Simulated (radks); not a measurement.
Values are calculated unless marked as measured or tabulated.
Question: The dysprosium ion Dy2+, configuration [Kr] 4d10 4f11 5s2 5p5 (not the ground configuration). Level of theory: scalar-relativistic Kohn-Sham, BLYP, spin-polarised, spherical densities, point nucleus; open shells are filled with parallel spins first (spin-orbit coupling, left out, can overturn this in heavy ions) (a radial shooting solver on a logarithmic mesh with Libxc functionals). Some entries of the table are withheld. Estimate them.

| orbital | occ. | eigenvalue (hartree) | <1/r> (bohr^-1) |
|---|---|---|---|
| 1s up | 1 | -1972.741 | 74.59 |
| 1s down | 1 | -1972.738 | 74.59 |
| 2s up | 1 | -328.8405 | 17.33 |
| 2s down | 1 | -328.8384 | 17.33 |
| 2p up | 3 | -291.8190 | 16.10 |
| 2p down | 3 | -291.8163 | 16.10 |
| 3s up | 1 | -73.48495 | 6.376 |
| 3s down | 1 | -73.44304 | 6.378 |
| 3p up | 3 | -62.12248 | 5.976 |
| 3p down | 3 | -62.08045 | 5.978 |
| 3d up | 5 | -47.51352 | 5.668 |
| 3d down | 5 | -47.48087 | 5.671 |
| 4s up | 1 | -14.87536 | 2.686 |
| 4s down | 1 | -14.78025 | 2.686 |
| 4p up | 3 | -11.14034 | 2.462 |
| 4p down | 3 | -11.04620 | 2.461 |
| 4d up | 5 | -6.05843 | 2.166 |
| 4d down | 5 | -5.96482 | 2.166 |
| 5s up | 1 | (1) | 1.014 |
| 5s down | 1 | (2) | 1.007 |
| 5p up | 3 | -1.45650 | 0.8447 |
| 5p down | 2 | -1.39324 | 0.8338 |
| 4f up | 7 | -0.57981 | (3) |
| 4f down | 4 | -0.49259 | (4) |

Answer: 
(1) 5s up eigenvalue (hartree): -2.31973
(2) 5s down eigenvalue (hartree): -2.24456
(3) 4f up <1/r> (bohr^-1): 1.520
(4) 4f down <1/r> (bohr^-1): 1.496
